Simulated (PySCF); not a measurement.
## Fluorine: a sound run and one with changed settings

Sound run: F⁺ [He] 2s2 2p4, F²⁺ [He] 2s2 2p3. All numbers are calculated (PySCF 2.14, scalar relativity by spin-free X2C-1e, in jorge-DZP-DKH (4s2p1d, 15 functions)). In the sound run the correlated levels freeze 1s2. The sound run starts from symmetry-adapted Hartree-Fock orbitals and uses a fine grid where one is needed.

Changed run: a valence shell is frozen. This setting is unsound on purpose.

| species | method | sound run (hartree) | changed run (hartree) | converged |
| --- | --- | --- | --- | --- |
| F⁺ | MP2 | -98.99788 | -98.94814 | yes |
| F⁺ | CCSD(T) | -99.01185 | -98.95361 | yes |
| F²⁺ | MP2 | -97.74106 | -97.68907 | yes |
| F²⁺ | CCSD(T) | -97.75427 | -97.69114 | yes |

Ionisation energy of F⁺:

| method | sound run (eV) | changed run (eV) |
| --- | --- | --- |
| UHF | 33.518 | 33.518 |
| MP2 | 34.200 | 34.261 |
| SCS-MP2 | 34.189 | 34.363 |
| CCSD | 34.205 | 34.346 |
| CCSD(T) | 34.220 | 34.353 |

Freezing a valence shell removes pair correlation that changes on ionisation.

For comparison, NIST gives 34.971 eV between the lowest levels.
